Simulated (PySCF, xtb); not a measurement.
Al(F)(OH)(SMe) (CH4AlFOS), SMILES C[S][Al]([OH])[F].

GFN2-xTB (xtb 6.7.1) at its own geometry gives an orbital gap of 3.21 eV and a dipole moment of 4.27 D.

Geometry: PBE-D3(BJ)/def2-SVP. Other conformers were not sampled.

Q: What does PBE/def2-TZVP in PySCF give? (The exact figures need the calculation; the answer reports its results.)

A: gap 4.46 eV (levels -6.09 and -1.63 eV), dipole 2.24 D.
